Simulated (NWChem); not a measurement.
System meant: WH₂F₄; SMILES [WH2]([F])([F])([F])[F]

Here is an NWChem input.

```
start job
memory heap 200 mb stack 900 mb global 1100 mb
geometry units angstroms noautoz
  W      0.000000     0.000000     0.124065
  F     -0.150399    -1.797337    -0.323431
  F     -1.803374     0.029818    -0.323442
  F      0.150399     1.797337    -0.323431
  F      1.803374    -0.029818    -0.323442
  H      0.597952    -0.660917     1.539766
  H     -0.597952     0.660917     1.539766
end
basis spherical
  * library def2-svp
end
ecp
  W library def2-ecp
end
dft
  xc b3lyp
  iterations 4
  mulliken
end
task dft energy
```

End of the output:

```
    Atom       Charge   Shell Charges
 -----------   ------   -------------------------------------------------------
    1 W   14    13.52   0.00  0.04  1.09  0.80  0.37  0.18  5.00  1.29  0.35  2.83  1.15  0.43
    2 F    9     9.10   1.98  1.03  0.77  3.21  2.11  0.01
    3 F    9     9.10   1.98  1.03  0.77  3.21  2.11  0.01
    4 F    9     9.10   1.98  1.03  0.77  3.21  2.11  0.01
    5 F    9     9.10   1.98  1.03  0.77  3.21  2.11  0.01
    6 H    1     1.04   0.64  0.36  0.03
    7 H    1     1.04   0.64  0.36  0.03

 center of mass
 --------------
 x =   0.00000000 y =   0.00000000 z =  -0.00069140

 moments of inertia (a.u.)
 ------------------
         526.473823992481           0.000000000000           0.000000000000
           0.000000000000         473.130903625336           0.000000000000
           0.000000000000           0.000000000000         888.522352809386

     Multipole analysis of the density
     ---------------------------------

     L   x y z        total         alpha         beta         nuclear
     -   - - -        -----         -----         ----         -------
     0   0 0 0      0.000000    -26.000000    -26.000000     52.000000

     1   1 0 0     -0.000000     -0.000000     -0.000000      0.000000
     1   0 1 0      0.000000      0.000000      0.000000      0.000000
     1   0 0 1      0.288986      6.865836      6.865836    -13.442686

     2   2 0 0    -37.121010   -118.954035   -118.954035    200.787060
     2   1 1 0     -0.000000     -0.000000     -0.000000     -0.000000
     2   1 0 1      0.000000      0.000000      0.000000      0.000000
     2   0 2 0    -37.030004   -130.061072   -130.061072    223.092141
     2   0 1 1     -0.000000     -0.000000     -0.000000     -0.000000
     2   0 0 2    -31.779122    -31.602250    -31.602250     31.425378

 ------------------------------------------------------------------------
 dft energy failed                                                                                  0
 ------------------------------------------------------------------------
 ------------------------------------------------------------------------
  current input line :
    23: task dft energy
 ------------------------------------------------------------------------
 ------------------------------------------------------------------------
 This type of error is most commonly associated with calculations not reaching convergence criteria
 ------------------------------------------------------------------------
 For more information see the NWChem manual at https://nwchemgit.github.io

0:dft energy failed:Received an Error in Communication
```

Problem. Find the fault in this run and fix the input.

Solution. Convergence was not reached. Cause: the SCF was allowed too few iterations. This input runs:
```
start job
memory heap 200 mb stack 900 mb global 1100 mb
geometry units angstroms noautoz
  W      0.000000     0.000000     0.124065
  F     -0.150399    -1.797337    -0.323431
  F     -1.803374     0.029818    -0.323442
  F      0.150399     1.797337    -0.323431
  F      1.803374    -0.029818    -0.323442
  H      0.597952    -0.660917     1.539766
  H     -0.597952     0.660917     1.539766
end
basis spherical
  * library def2-svp
end
ecp
  W library def2-ecp
end
dft
  xc b3lyp
  iterations 150
  mulliken
end
task dft energy
```
It converges to -467.51636 Ha (B3LYP/def2-SVP with def2 effective core potentials on W).
